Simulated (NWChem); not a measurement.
Correlation energy of H2Ge

```xyz
3

Ge     0.0000     0.0000     0.0664
H     -1.1425     0.0000    -1.0616
H      1.1425     0.0000    -1.0616
```
Charge 0, spin multiplicity 1.

The numbers come from NWChem runs, not from measurements. All single points use one geometry, from B3LYP/def2-SVP, a minimum by its harmonic frequencies.

Basis set: 6-31G*. Each correlation energy counts from its own Hartree-Fock reference.

```tsv
method	correlation energy (mHa)	difference from CCSD(T)
CCSDT	-246.5	-0.3
CR-CCSD[T]	-245.9	+0.2
CR-CCSD(T)	-245.5	+0.7
CCSD(T)	-246.2	0.0
CCSD	-241.9	+4.3
MP2	-232.9	+13.3
CCSD+T(CCSD)	-246.7	-0.6
SCS-MP2	-220.3	+25.9
```

The values span 26.5 mHa, from CCSD+T(CCSD) (lowest) to SCS-MP2 (highest). 

The Hamiltonian is non-relativistic. The correlated methods keep 9 core orbitals frozen. The Pople sets run with spherical d functions. The structure started from a generated list of species. No row is a measurement; the coupled-cluster row has its own basis-set and correlation limits.
